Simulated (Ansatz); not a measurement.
(1) Predict a relaxed structure of (H2Ga-mu-F)2 (Ga2H4F2), charge 0, singlet, at PBE0-D4/def2-SVP (Ansatz).

## Answers

(1) 
```xyz
8

Ga    1.4231   -0.1315    0.4609
H     1.5636   -1.0821    1.6825
H     2.4081    0.7132   -0.3945
F     0.1593   -0.9565   -0.7653
Ga   -1.4231    0.1315   -0.4609
H    -1.5696    1.0811   -1.6825
H    -2.4034   -0.7152    0.3980
F    -0.1579    0.9595    0.7618
```
Point group D2h (tolerance 0.1 Å). This is one stationary point.
